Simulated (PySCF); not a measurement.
B3LYP has the VWN-RPA correlation part, as in Gaussian. 

Cartesian coordinates (Å):
```xyz
6

C      1.4815     0.0352     0.3444
C      0.2779     0.0066     0.1417
C     -1.0661    -0.0253    -0.0846
H      2.5303     0.0600     0.5216
H     -1.4971     0.4916    -0.9328
H     -1.7266    -0.5681     0.5797
```
Charge 0, spin multiplicity 2.

**Question.** Predict the highest occupied spin orbital, dipole moment and total energy from B3LYP-D3(BJ)/def2-TZVP // PBE0-D4/def2-TZVP (PySCF 2.14.0).

**Answer.** 
```json
{
  "highest_occupied_spin_orbital": "-6.03 eV",
  "dipole_moment": "0.09 D",
  "total_energy": "-3158.08 eV"
}
```
